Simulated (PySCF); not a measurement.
Species: C3H8B2F2.
Cartesian coordinates in Å at the PBE0-D3(BJ)/def2-SVP level; atoms count from 1:
```
atom  x, y, z in Å
C1    -0.8253    1.4541    0.6305
B2    -0.4381    0.0425    0.0591
C3    -0.9590   -1.2847    0.7140
C4     0.5084   -0.0341   -1.2092
B5     1.9436   -0.2266   -0.6499
F6     2.7608    0.7941   -0.4337
F7     2.4060   -1.4189   -0.3040
H8    -1.2658    2.0879   -0.1582
H9     0.1003    1.9793    0.9321
H10   -1.5049    1.4358    1.4947
H11   -0.3685   -2.1821    0.4770
H12   -1.1053   -1.2108    1.8027
H13   -1.9694   -1.4451    0.2869
H14    0.2578   -0.9251   -1.8067
H15    0.4677    0.8833   -1.8135
```

Theory: PySCF 2.14.0, density-fitted response routines, TDDFT CAM-B3LYP/def2-SVPD, vertical, gas phase, core orbitals frozen in the response.

Transition dipole moments from the ground state, in atomic units and in the frame of the coordinates above (overall signs are arbitrary), for the states with f of 0.002 or more among the lowest 7:

```json
{"state": "S1", "E (eV)": "6.381", "μx": "-0.088", "μy": "-0.078", "μz": "0.073"}
{"state": "S2", "E (eV)": "6.395", "μx": "0.255", "μy": "-0.089", "μz": "-0.079"}
{"state": "S3", "E (eV)": "8.155", "μx": "-0.365", "μy": "-0.043", "μz": "0.399"}
{"state": "S4", "E (eV)": "8.214", "μx": "-0.100", "μy": "0.516", "μz": "0.207"}
{"state": "S5", "E (eV)": "8.228", "μx": "0.427", "μy": "0.132", "μz": "-0.372"}
{"state": "S6", "E (eV)": "8.544", "μx": "0.049", "μy": "-0.039", "μz": "-0.198"}
{"state": "S7", "E (eV)": "8.902", "μx": "-0.611", "μy": "0.097", "μz": "0.242"}
```

(1) Work out the oscillator strengths.

(2) Which bond between heavy atoms lies closest to the direction of the S7 transition dipole?

(3) What angle do the transition dipoles of S3 and S4 make?

Answers

(1) f = (2/3) ΔE |μ|² with ΔE in hartree (27.2114 eV).

```csv
state,|μ|² (au),|μ| (D),f
S1,0.019,0.35,0.003
S2,0.079,0.71,0.012
S3,0.294,1.38,0.059
S4,0.320,1.44,0.064
S5,0.338,1.48,0.068
S6,0.043,0.53,0.009
S7,0.442,1.69,0.096
```

(2) B2–C4, at 32° from it; next C4–B5 at 42°.

(3) |cos θ| = |μa·μb| / (|μa| |μb|) = 0.32, so θ ≈ 72° (taken between 0 and 90°, since the signs are arbitrary).

All these states lie below the vertical ionisation energy of 11.12 eV (ΔSCF).

One conformer stands for the species.
